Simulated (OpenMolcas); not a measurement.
## Rh2+: moving or changing the point charges

Rh2+ among 4 point charges of -1.5 e arranged as a tetrahedron (Td), 2.19 Å from the ion.

```
Program             : OpenMolcas 26.06
Method              : SS-CASPT2, IPEA 0.25 Eh, imaginary shift 0.1 Eh (closed shells correlated: 4s 4p)
Basis               : ANO-RCC-VDZP [6s5p3d1f]
Scalar Hamiltonian  : DKH2, point nucleus
Active space        : 7 electrons in 5 orbitals (4d)
State averaging     : 2S+1 = 4 even, 10 roots; 2S+1 = 2 even, 40 roots
Spin-orbit coupling : state interaction with AMFI integrals over the reference wave functions
```

Runs around this geometry, states (labels of Td). Energies in cm-1 above the lowest state or level, χT in cm3 K/mol.

```tsv
R (Å)	q (e)	Ground state	First state of that spin	First gap with spin-orbit (degeneracies)	χT at 300 K	First state of another spin
2.19	-0.98	4A2	4T2 1270	1060 (4, 4)	4.526	2E 13710
2.02	-1.5	4A2	4T2 2660	2120 (4, 4)	3.879	2E 14160
2.19	-1.5	4A2	4T2 2090	1570 (4, 4)	4.157	2E 13970
2.32	-1.5	4A2	4T2 1700	1290 (4, 4)	4.345	2E 13790
```

Taking the first state of the same spin as R^-n, n = -ln(1700 / 2660) / ln(2.32 / 2.02) = 3.2 between the shortest and longest distance.

Roots that are degenerate in the reference are averaged as groups; the widest CASPT2 spread within a group is 460 cm-1 (the 3-fold group of multiplicity 4 near 1270 cm-1 above the lowest state of its run, R = 2.19, q = -0.98). Shifts and gaps below about the spread of the groups concerned are not significant. The ground term spreads over less than 5000 cm-1, several times less than with real ligands, so orbital moments are less quenched and χT lies further from the spin-only value than at real sites. Free-ion shares, where given, are those of the reference states; single-state CASPT2 does not remix them. Spin-orbit coupling mixes the spin-free states strongly: the lowest level takes only 61 % from its leading state, 4A2 (figures for R = 2.19, q = -0.98; the like holds for R = 2.32, q = -1.5). This is an electrostatic model: the charges have no orbitals. No measured value stands beside these numbers.
